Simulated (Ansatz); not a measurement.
Program: Ansatz. Geometries: PBE0-D4/def2-TZVP. ΔE: electronic, gas phase. CBS: MP2 limit from def2 TZ/QZ plus the TZ coupled-cluster correction, frozen cores. This one scheme is used for every species. For Ge outer-core shells are correlated without core-valence functions, which leaves a few kJ/mol of doubt a bond. Scalar relativity is left out up to krypton. One conformer a species, not always the lowest.

Consider the substitution at a C–F bond: `F[CH2][GeH3]` + CH₃NH₂ → `CN[CH2][GeH3]` + H–F.

`F[CH2][GeH3]`:

```xyz
8

F    -1.955    0.041   -0.202
C    -0.766   -0.666   -0.107
Ge    0.755    0.576    0.102
H    -0.651   -1.268   -1.013
H    -0.835   -1.340    0.751
H     0.571    1.406    1.381
H     2.046   -0.255    0.205
H     0.834    1.506   -1.117
```

CH₃NH₂:

Cartesian coordinates in Å:
```
C -0.568 -0.013 -0.008
N 0.851 -0.235 0.212
H -0.816 0.825 -0.674
H -1.059 0.167 0.951
H -1.015 -0.917 -0.429
H 1.283 0.588 0.612
H 1.324 -0.415 -0.665
```

`CN[CH2][GeH3]`:

Z-matrix (Å, degrees):
```
C
N 1 1.447
H 1 1.094 2 109.4
H 1 1.103 2 113.7 3 -120.3
H 1 1.092 2 109.8 3 118.0
C 2 1.447 1 113.2 3 65.6
H 2 1.012 1 109.8 3 -170.9
Ge 6 1.964 2 110.7 1 -179.3
H 6 1.104 2 113.9 1 56.9
H 6 1.095 2 108.9 1 -61.7
H 8 1.542 6 109.0 2 -52.4
H 8 1.540 6 110.3 2 -171.6
H 8 1.536 6 110.7 2 67.1
```

H–F:

```xyz
2

F    -0.005   -0.169    0.428
H     0.005    0.169   -0.428
```

```json
{"species": "`F[CH2][GeH3]`", "CCSD(T)/def2-TZVPP energy (Eh)": "-2216.35824"}
{"species": "CH₃NH₂", "CCSD(T)/def2-TZVPP energy (Eh)": "-95.69970"}
{"species": "`CN[CH2][GeH3]`", "CCSD(T)/def2-TZVPP energy (Eh)": "-2211.72829"}
{"species": "H–F", "CCSD(T)/def2-TZVPP energy (Eh)": "-100.34454"}
```

Task: Work out ΔE.

Result: ΔE = (-2211.72829) + (-100.34454) − (-2216.35824) − (-95.69970) = -0.01489 Eh = -39.1 kJ/mol. CCSD(T)/CBS gives -41.8 kJ/mol.

Largest T1 diagnostic among the species: 0.011.

From PBE to PBE0 (25 % exact exchange), in def2-TZVPP and without D4, ΔE moves by −4.7 kJ/mol. In def2-TZVPP, CCSD(T) changes the Hartree–Fock value by −24.3 kJ/mol (the triples alone add −2.8 kJ/mol) and MP2 by −34.6 kJ/mol. The D4 term adds −9.8 kJ/mol with B3LYP and −5.5 kJ/mol with PBE0; it sums over pairs of atoms, weighted by their polarisabilities, and B3LYP, whose exchange is more repulsive, gets the larger term.

B3LYP here is the variant with VWN-RPA as its local correlation; programs differ in this.
